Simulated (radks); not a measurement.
The numbers below are computed, except where a source is named.
All-electron atom: the tellurium ion Te42+ in 1s1.75 2s2 2p6 3s0.25 (fractional occupations, a model configuration). Code: a radial shooting solver on a logarithmic mesh with Libxc functionals. Model: Dirac Kohn-Sham, RPBE, spin-unpolarised, spherical densities, point nucleus.

Unscreened Slater integrals over Kohn-Sham orbitals (eV). Large and small components are both included. Empty in this configuration: 3p1/2.

F0(3s1/2,3s1/2): 87.382
F0(3s1/2,2p3/2): 114.21
G1(3s1/2,2p3/2): 11.961
F0(3s1/2,2p1/2): 115.22
G1(3s1/2,2p1/2): 12.130
F0(3s1/2,2s1/2): 111.98
G0(3s1/2,2s1/2): 10.022
F0(3s1/2,3p1/2): 89.700
G1(3s1/2,3p1/2): 56.428
F0(2p3/2,2p3/2): 239.52
F2(2p3/2,2p3/2): 114.39
F0(2p3/2,2p1/2): 245.78
G2(2p3/2,2p1/2): 113.34
F0(2p3/2,2s1/2): 221.98
G1(2p3/2,2s1/2): 125.14
F0(2p3/2,3p1/2): 121.52
G2(2p3/2,3p1/2): 13.618
F0(2p1/2,2p1/2): 252.72
F0(2p1/2,2s1/2): 226.77
G1(2p1/2,2s1/2): 123.03
F0(2p1/2,3p1/2): 122.84
G0(2p1/2,3p1/2): 13.283
F0(2s1/2,2s1/2): 210.88
F0(2s1/2,3p1/2): 118.11
G1(2s1/2,3p1/2): 10.255
F0(3p1/2,3p1/2): 92.604
